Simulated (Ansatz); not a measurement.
Total energies of TeF2 from Ansatz at PBE0-D4/def2-TZVP, gas phase (1 Eh = 27.2114 eV = 2625.5 kJ/mol). The reference geometry is relaxed at PBE0-D4/def2-TZVP.

```xyz
3

Te   -0.6437   -0.2684   -0.4919
F     0.0118    1.4524   -0.0677
F     0.6319   -1.1840    0.5596
```

| state | geometry | energy (Eh) |
| --- | --- | --- |
| charge 0 singlet | reference | -467.61731 |
| charge 1 doublet | reference | -467.27934 |
| charge 1 doublet | relaxed at PBE0-D4/def2-TZVP | -467.28429 |
| free Te atom (triplet) | – | -267.99464 |
| free F atom (doublet) | – | -99.67617 |

In the def2 sets Te takes a core potential; there is no spin–orbit coupling.

Problem. Work out the vertical ionisation energy to the doublet.

Solution. E(charge 1 doublet) − E(charge 0 singlet) = -467.27934 − (-467.61731) = 0.33797 Eh = 9.20 eV. For comparison, −ε of the highest occupied level is 6.68 eV at this level, 2.52 eV less.

Problem. How much does the charge 1 doublet relax, and what is the adiabatic ionisation energy?

Solution. Relaxation: -467.27934 − (-467.28429) = 0.00495 Eh = 0.13 eV. Adiabatic ionisation energy: 0.33302 Eh = 9.06 eV, without zero-point energy. 

Problem. What is the binding energy per atom against free atoms?

Solution. Atoms: 1 × (-267.99464) + 2 × (-99.67617) = -467.34698 Eh. Binding: -467.34698 − (-467.61731) = 0.27033 Eh = 7.36 eV, or 2.45 eV for each of 3 atoms (no zero-point energy, no counterpoise term).
